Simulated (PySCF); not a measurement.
**[Nd2H5]+ at several levels of theory**

Computed with PySCF 2.14.0 (density fitting, no spin-orbit coupling) at the geometry relaxed with PBE0:

```xyz
7
[Nd2H5]+ (singlet in the valence; each metal's 4f electrons, 3 of them, lie in its core potential, out of spins and levels; a saddle point, relaxed within its symmetry)
Nd   -0.7521    0.0000    2.0092
Nd    0.7521    0.0000   -2.0092
H     0.0000    0.0000    0.0000
H     0.4130    1.5778    2.3585
H     0.4130   -1.5778    2.3585
H    -0.4130    1.5778   -2.3585
H    -0.4130   -1.5778   -2.3585
```

```tsv
level	basis	state	HOMO (eV)	gap (eV)	charge on Nd1 (e)	population of f-type functions on Nd1 (polarisation alone where 4f lies in the core)	dipole about the centre of mass (D)	largest force component (eV/Å)
PBE0	Nd lcecp-1-SVP with ECP49, H def2-SVP	singlet	-10.96	4.97	0.97	0.02	0.00	0.00
TPSS	the same	singlet	-9.96	3.30	1.04	0.02	0.00	0.15
wB97X	the same	singlet	-13.25	9.33	0.99	0.03	0.00	0.06
TPSSh	the same	singlet	-10.41	4.09	1.06	0.02	0.00	0.09
PBE0	Nd lcecp-1-TZVP with ECP49, H def2-TZVP	singlet	-10.95	5.00	1.12	0.03	0.00	0.04
```

In the lcecp rows the 4f levels are missing from HOMO and gap, and the state counts the valence alone.

Charges are Mulliken's, which hang on the basis. The relaxation used the grid (50, 194), these runs (75, 302) or, all-electron (x2c bases, spin-free X2C Hamiltonian), (99, 590).

Q: What does BLYP with Nd lcecp-1-SVP with ECP49, H def2-SVP give here?

A: state singlet, HOMO (eV) -9.72, gap (eV) 2.89, charge on Nd1 (e) 0.84, population of f-type functions on Nd1 (polarisation alone where 4f lies in the core) 0.02, dipole about the centre of mass (D) 0.00, largest force component (eV/Å) 0.31. Time: 5.4 s on 2 threads of Arm Neoverse V1, on a shared host, from an already converged density.

In the first row's basis the gap widens with exact exchange: 2.9 to 3.3 eV for BLYP, TPSS (none); 4.1 to 5.0 eV for TPSSh, PBE0 (a fixed share); 9.3 eV for wB97X (rising or full at long range).

An lcecp potential fixes the number of 4f electrons, so in runs with it no electron can move into or out of that shell.
